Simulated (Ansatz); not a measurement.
`[F][Ga-]([F])([F])[SeH2+]`, relaxed with RKS PBE0-D4/def2-TZVP in the Gaussian-basis code of Ansatz from a PBE-D4/def2-SVP geometry. The force threshold is 0.005 eV/Å; the program also tests the step.

The species carries charge 0 and has multiplicity 1.

Start:

```xyz
7

F    -0.555   -1.689    1.471
Ga    0.559   -0.539    0.726
F     1.421   -1.076   -0.723
F     1.383    0.631    1.760
Se   -1.197    1.043   -0.450
H    -1.478    0.002   -1.474
H    -0.134    1.628   -1.309
```

| step | energy (eV) | largest force (eV/Å) | largest move (Å) |
| --- | --- | --- | --- |
| 1 | -125896.1676 | 0.484 | 0.000 |
| 2 | -125896.1871 | 0.193 | 0.051 |
| 3 | -125896.1881 | 0.178 | 0.049 |
| 4 | -125896.1894 | 0.167 | 0.040 |
| 5 | -125896.1913 | 0.008 | 0.018 |
| 6 | -125896.1913 | 0.003 | 0.001 |

End:

```xyz
7

F    -0.549   -1.673    1.454
Ga    0.558   -0.539    0.712
F     1.436   -1.094   -0.699
F     1.358    0.635    1.733
Se   -1.169    1.022   -0.438
H    -1.489    0.019   -1.465
H    -0.145    1.632   -1.298
```

Hardware: 4 threads of a server CPU on a shared host. Wall time 48 s, peak host memory 0.66 GiB.
